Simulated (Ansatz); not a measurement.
F3Ga, SMILES [F][Ga-]([F])[F], charge -1, multiplicity 2.

Coordinates come from a PBE0-D3(BJ)/def2-SVPD optimisation.

Two levels are set side by side: PBE/def2-SVPD (Ansatz, a first-principles code) and ωB97X-V/def2-SVPD (Ansatz). Energy differences of separate SCF runs at the same geometry; the states with an electron removed or added have multiplicity 1. Differences are taken from unrounded values.

| quantity | ωB97X-V | PBE | PBE minus ωB97X-V |
|---|---|---|---|
| vertical ionisation energy (eV) | 3.25 | 3.10 | -0.15 |
